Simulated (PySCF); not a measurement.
CH$_{3}$AlF$_{2}$, singlet, geometry from GFN2-xTB (such geometries of metal compounds can be far from the true shape).

The PySCF input:
```python
from pyscf import gto, scf, dft

mol = gto.M(
    atom='''
Al    0.05180306    0.04011766    0.00222470
C    -1.50805595   -1.16573156   -0.06233932
H    -1.30669362   -2.03874718   -0.68318980
H    -2.37664668   -0.64890162   -0.46820696
H    -1.76055472   -1.53755322    0.93063349
F     0.01100760    1.60162551   -0.52911869
F     1.52441362   -0.41295198    0.59199405
''',
    basis='6-311g**',
    verbose=4,
)

mf = dft.RKS(mol)
mf.xc = 'b3lyp'
mf = mf.density_fit(auxbasis='def2-universal-jkfit')
mf.kernel()
```

What Mulliken (on the basis functions themselves) charges in atom order does PySCF with DF-B3LYP/6-311G** give?

Al1 1.16, C2 -0.68, H3 0.14, H4 0.15, H5 0.14, F6 -0.45, F7 -0.45

Estimate the total energy that DF-B3LYP/6-311G** returns for this input.

-13123.6308 eV

What is the computed dipole moment (DF-B3LYP/6-311G**)?

2.43 D

Predict the HOMO-LUMO gap from DF-B3LYP/6-311G**.

8.31 eV
